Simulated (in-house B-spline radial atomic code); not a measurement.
What moves the levels of O II (O+) ([He] 2s2 2p3)? Computed with a radial B-spline atomic code at the basis-set limit: Dirac-Hartree-Fock, average of configuration, Fermi nucleus of rms radius 2.6991 fm.

Baseline run (computed): total energy -74.2895 hartree, 1s1/2 at -21.39843 hartree, 2p3/2 at -33.834 eV with <r> = 1.097 bohr.

Scaling the speed of light c (a factor of 100 is close to the non-relativistic limit):

```
c/c0  ΔE (hartree)  2p3/2 level (eV)  2p3/2 <r> (bohr)
 0.9     -0.013203          -33.8291             1.097
0.98    -0.0023201          -33.8335             1.097
1.02     0.0021847          -33.8354             1.097
   3      0.049939          -33.8547             1.097
 100      0.056166          -33.8573             1.096
```

Q: The nuclear charge is raised by 0.1. What does the Hellmann-Feynman theorem predict for the energy, and what is found?

A: dE/dZ ≈ -Σ<1/r>, which is -21.6019 at the start and -21.9296 at the end; their mean times 0.1 is -2.1766 hartree, and the two runs differ by -2.1766 hartree.
